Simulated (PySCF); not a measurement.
carbon monosulfide (CS), singlet, geometry from GFN2-xTB. Base run: PySCF with CAMB3LYP/def2-SVP.

PySCF was given this input:
```python
from pyscf import gto, scf, dft

mol = gto.M(
    atom='''
C    -0.000000   -0.000000   -1.106311
S     0.000000    0.000000    0.414867
''',
    basis='def2-svp',
    charge=0,
    spin=0,
    verbose=4,
)

mf = dft.RKS(mol)
mf.xc = 'camb3lyp'
mf.kernel()
```

The base run was repeated with changes; each row names its change, and settings that it needs were set with it.

```
change                                           ΔE vs base (mEh)  fitting functions  dipole (D)
-----------------------------------------------  ----------------  -----------------  ----------
base                                                        0.000                  -        1.89
auxbasis = cc-pvtz-ri                                     -10.711                203        1.89
only_dfj = on; auxbasis = def2-universal-jfit              -0.073                100        1.89
auxbasis = def2-universal-jkfit                             0.002                203        1.89
auxbasis = def2-tzvp-ri                                   -12.334                189        1.89
auxbasis = autoaux                                          0.034                263        1.89
auxbasis = default (with mf = mf.density_fit())             0.002                203        1.89
auxbasis = def2-svp-ri                                     -468.1                110        1.89
auxbasis = def2-universal-jfit                              438.9                100        1.91
auxbasis = cc-pvtz-jkfit                                   -0.022                200        1.89
```

A fitting set is made for a task (jfit for Coulomb, jkfit for Coulomb and exchange, ri for correlation) and for a family of orbital bases.
